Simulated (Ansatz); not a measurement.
Molecule: sum formula TiOF2, charge 0, multiplicity 1. 
Structure (B3LYP-D3(BJ)/def2-TZVP (Ansatz, an electronic-structure program) minimum search):
```
Ti
O 1 1.6049
F 1 1.7992 2 115.99
F 1 1.7992 2 115.99 3 172.86
```

Parts of the frozen-core correlation energy in 6-31G* (Ansatz, hartree). Frozen orbitals: 12; correlated occupied orbitals by spin: 12 and 12; virtual: 57 and 57. No spin-orbit coupling. No relativistic terms.

| term | value |
|---|---|
| reference (HF) | -1122.22673 |
| MP2 opposite-spin | [?] |
| MP2 same-spin | -0.20916 |
| CCSD correlation | [?] |
| (T) | [?] |
| T1 diagnostic | 0.031 |
| largest doubles amplitude | 0.059 |

Task: Some entries are withheld; supply them.

Result: 
- MP2 opposite-spin, value: -0.49449
- CCSD correlation, value: -0.66410
- (T), value: -0.03510
